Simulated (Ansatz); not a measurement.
The first iterations of a band of CH$_{4}$O$_{2}$SSi (9 atoms, charge 0, multiplicity 1).

Theory: UKS PBE0/6-31G* (Ansatz).

| Item | Value |
| --- | --- |
| movable images | 7 |
| climbing image | yes |
| spring | 5.0 eV/Å² |
| optimiser | quadratic models (default) |
| start path | through a guess of the saddle point |
| force threshold | 0.05 eV/Å |
| iteration limit | 46 |
| end points | as typed, not relaxed |

First end point:

```xyz
9
Properties=species:S:1:pos:R:3
O 0.859 1.492 -0.267
C 0.782 0.107 -0.492
S -0.588 -0.400 -1.411
Si -0.081 -0.913 0.682
O -1.409 -0.246 1.493
H 0.551 2.005 -1.104
H 1.759 -0.329 -0.781
H -0.081 -2.387 0.681
H -1.704 0.624 1.181
```

Last end point:

```xyz
9
Properties=species:S:1:pos:R:3
O 0.859 1.492 -0.267
C 0.782 0.107 -0.492
S -0.588 -0.400 -1.411
Si -0.081 -0.913 0.682
O -1.409 -0.246 1.493
H 0.551 2.005 -1.104
H 1.759 -0.329 -0.781
H -1.456 -1.072 -2.248
H -1.704 0.624 1.181
```

| iteration | highest image above the first end (eV) | largest band force component (eV/Å) |
| --- | --- | --- |
| 1 | 4.336 | 15.565 |
| 2 | 2.875 | 5.596 |
| 3 | 2.875 | 2.375 |
| 4 | 2.875 | 0.927 |
| 5 | 2.875 | 0.540 |
| 6 | 2.875 | 0.776 |
| 7 | 2.875 | 1.625 |
| 8 | 2.875 | 2.877 |
| 9 | 2.875 | 3.294 |
| 10 | 2.875 | 4.547 |
| 11 | 2.875 | 3.553 |
| 12 | 2.875 | 2.976 |
| 13 | 2.875 | 4.021 |
| 14 | 2.875 | 3.470 |
| 15 | 2.875 | 3.458 |

Q: Does the band converge within its limit, and where does its top end?

A: The run ended unconverged. It ended after 46 iterations with the highest image 2.875 eV above the first end. The band didn't meet its force threshold, so its energies are provisional: the largest band force was still 3.24 eV/Å, and over the last iterations the top stayed at 2.87 eV. The end points aren't both relaxed to the band's threshold either. Inner images lie below an end point, which means an intermediate or an end that isn't the lowest structure nearby. The orbitals stay closed-shell, which can raise the energy where a bond breaks towards radicals; this wasn't checked here.

Run time: 34 min on 2 threads of Arm Neoverse N1 (shared host), peak memory 0.27 GiB.
